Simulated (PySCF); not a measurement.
Species: C₄H₈O₄Si.
Atom-mapped SMILES: `[CH3:1][C:2](=[O:3])[O:4][SiH2:5][O:6][C:7]([CH3:8])=[O:9]` (hydrogens: H10, H11, H12 on C1; H13, H14 on Si5; H15, H16, H17 on C8)

Torsions of this conformer, `[CH3:1][C:2](=[O:3])[O:4][SiH2:5][O:6][C:7]([CH3:8])=[O:9]`: C1–C2–O4–Si5 179°, C2–O4–Si5–O6 -179°, O4–Si5–O6–C7 179°, Si5–O6–C7–C8 -179°.

The closed-shell ground state was solved at several levels (PySCF, density fitting, gas phase, non-relativistic). Isolated species at its PBE0-D3(BJ)/def2-SVP geometry (one conformer only).

```json
{"level": "PBE0/pcSseg-1", "basis functions": "200", "HOMO (eV)": "-8.36", "LUMO (eV)": "-0.23", "gap (eV)": "8.13", "dipole (D)": "3.40"}
{"level": "CAM-B3LYP/def2-SVPD", "basis functions": "260", "HOMO (eV)": "-9.90", "LUMO (eV)": "0.84", "gap (eV)": "10.74", "dipole (D)": "3.54"}
```

Task: What might KT3/pcSseg-1 (200 basis functions) give for the same quantities?

Result: HOMO -6.80 eV, LUMO -1.26 eV, gap 5.54 eV, dipole 3.22 D.

Task: Over all these levels, which gives the widest orbital gap and which the narrowest?

Result: CAM-B3LYP/def2-SVPD (range-separated hybrid) has the widest, 10.74 eV, and KT3/pcSseg-1 (GGA) the narrowest, 5.54 eV. Functional and basis both differ between the two, so the spread mixes both effects.

Task: How far do the dipole and the HOMO energy spread over the levels?

Result: The dipole runs from 3.22 to 3.54 D (mean 3.39 D) and the HOMO from -9.90 to -6.80 eV.
